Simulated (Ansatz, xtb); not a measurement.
## CH10OSi4: 4 structures ranked

4 gas-phase structures of CH10OSi4, from a drawn sample of its isomers (lower ones may exist). Each was relaxed with GFN2-xTB; where two conformers were screened, the lower at r2SCAN-D4/def2-SVP is listed:

A. `O=C[SiH2][SiH2][SiH2][SiH3]`, a singlet
B. `O=C[SiH2][SiH]([SiH3])[SiH3]`, a singlet
C. `O=C[SiH]([SiH3])[SiH2][SiH3]`, a singlet
D. `O=C[Si]([SiH3])([SiH3])[SiH3]`, a singlet

Question: Which do you expect lowest at r2SCAN-D4/def2-SVP, and how would the others follow?

Answer: Calculated order at r2SCAN-D4/def2-SVP: D (0.000), B (0.078), C (0.100), A (0.121) eV. Less than 1 kcal/mol parts B and C; C and A, so the order within those pairs means little.

Energies above the lowest of each column, in eV; the last columns are at PBE-D3(BJ)/def2-SVP geometries:

| structure | GFN2-xTB | HF/STO-3G | r2SCAN-D4/def2-SVP | PBE-D3(BJ)/def2-SVP | CCSD(T)/def2-SVP + ΔMP2/def2-TZVPP |
| --- | --- | --- | --- | --- | --- |
| D | 0.068 | 0.000 | 0.000 | 0.000 | 0.000 |
| B | 0.099 | 0.140 | 0.078 | 0.015 | 0.014 |
| C | 0.000 | 0.112 | 0.100 | 0.016 | 0.043 |
| A | 0.017 | 0.109 | 0.121 | 0.048 | 0.060 |

CCSD(T)/def2-SVP + ΔMP2/def2-TZVPP puts D lowest, with B within 1 kcal/mol; GFN2-xTB picks C. Flexible structures stand in one conformer each, not always the lowest. ΔMP2 is the change of the MP2 energy from the smaller to the larger basis.

Over these structures GFN2-xTB departs from r2SCAN-D4/def2-SVP by 0.073 eV on average once a common shift is removed. A GFN2-xTB relaxation took about 0.31 s and the r2SCAN-D4/def2-SVP energy about 4.2 s on a shared host (Ansatz 0.2.0, xtb 6.7.1).
